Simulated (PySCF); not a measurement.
**Ionising SrSe**

RHF-CCSD(T); PySCF, scalar-relativistic core potentials, basis sets Sr def2-SVP with ECP28, Se def2-SVP. Neutral (RHF): singlet (closed shell), Re = 2.653 Å, ωe = 251 cm⁻¹, De = 2.39 eV.

SrSe⁺ (UHF): doublet (π ↑), Re = 2.798 Å, ωe = 226 cm⁻¹, De = 1.98 eV to Sr⁺ + Se. The energies at the minima are -2430.24566 hartree for SrSe and -2430.02672 for SrSe⁺.

Question: Work out the adiabatic ionisation energy, without and with harmonic zero-point energies (1 hartree = 27.2114 eV, 1 eV = 8065.5 cm⁻¹), and the change of the bond length.

Answer: At CCSD(T): 0.21894 hartree = 5.958 eV between the minima; the zero-point term (226.0 − 251.0)/2 cm⁻¹ = -0.002 eV makes it 5.956 eV. Re changes by +14.5 pm against the neutral. The electron leaves a π orbital, and the longer bond of the ion fits a bonding orbital, or a change in how ionic the bond is.

Correlated steps freeze 9 core orbitals. Correlated levels converge slowly with the basis: in double zeta they bind strong bonds too weakly, by up to about 1 eV, and carry superposition errors of some tenths. Spin–orbit coupling is left out. For an ion De counts to the pair picked by the measured ionisation energies or electron affinities, which need not be the lowest pair at this level. Where the molecule has an RHF reference, its open-shell atoms are computed with UHF. The CCSD T1 diagnostic is raised in SrSe, a sign that a single reference may not be enough there. States were picked by a PBE0 search and need not be the measured ground states.

Neutral and ion stand on different kinds of reference determinant, which adds to the error of the difference.
